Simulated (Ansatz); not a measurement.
Dissociation curve of AsH, triplet.

Computed with: UKS-PBE = unrestricted PBE/aug-cc-pVDZ (Ansatz, a first-principles code); UKS-PBE0 = unrestricted PBE0/aug-cc-pVDZ run with Ansatz; FCI = full CI/aug-cc-pVDZ, cores with 3d frozen in Ansatz.

Energies relative to the lowest point of each curve near equilibrium, in kcal/mol; the last columns give the error against full CI:

```csv
R / Å,UKS-PBE,UKS-PBE0,FCI,UKS-PBE − FCI,UKS-PBE0 − FCI
1.17,51.2,49.5,51.0,0.2,-1.5
1.21,38.2,36.6,37.8,0.4,-1.2
1.31,16.0,14.8,15.5,0.5,-0.7
1.35,10.4,9.4,10.0,0.4,-0.6
1.45,2.2,1.7,2.0,0.2,-0.2
1.48,1.0,0.7,0.9,0.1,-0.2
1.53,0.0,0.0,0.0,0.0,0.0
1.59,0.1,0.5,0.3,-0.2,0.2
1.63,0.9,1.5,1.2,-0.3,0.3
1.67,2.0,2.9,2.4,-0.4,0.5
1.77,6.2,7.8,6.8,-0.6,1.0
1.89,12.9,15.2,13.5,-0.6,1.8
2.06,23.6,26.9,23.6,-0.1,3.3
2.30,38.4,42.5,36.7,1.7,5.8
2.52,49.6,52.5,45.8,3.8,6.6
2.72,56.6,58.0,51.6,5.0,6.4
3.03,62.5,62.4,56.7,5.8,5.7
3.38,65.2,64.5,59.1,6.0,5.4
3.79,66.3,65.4,60.2,6.1,5.2
4.13,66.7,65.6,60.5,6.1,5.1
4.65,66.8,65.8,60.7,6.1,5.1
5.40,66.9,65.8,60.8,6.1,5.0
6.19,66.9,65.8,60.8,6.1,5.0
```

UKS-PBE is furthest from FCI at 4.65 (6.1 kcal/mol, above); its mean absolute error over the points is 2.5 kcal/mol.

UKS-PBE0 is furthest from FCI at 2.52 (6.6 kcal/mol, above); its mean absolute error over the points is 2.9 kcal/mol.

The unrestricted determinant behind UKS-PBE is spin-contaminated at 2.52 to 6.19 Å (<S²> up to 3.0, against 2.00 for a pure triplet). The unrestricted determinant behind UKS-PBE0 is spin-contaminated at 2.30 to 6.19 Å (<S²> up to 3.0, against 2.00 for a pure triplet).
